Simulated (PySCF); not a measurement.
A structure optimised at PBE-D3(BJ)/def2-TZVP, used in a PySCF frequency run:

```xyz
5

O      0.0000     0.0000    -2.1414
B      0.0000     0.0000    -0.9357
B      0.0000     0.0000     0.7004
O      0.0000     0.0000     1.9257
H      0.0000     0.0000     2.9024
```
Charge +1, spin multiplicity 1.

Question: Write its SMILES, formula and point group.

Answer: O=BB=[OH+], B2HO2, C∞v

Question: What are its rotational constants (standard atomic weights)?

Answer: 3.2442 GHz (linear rotor, B only)
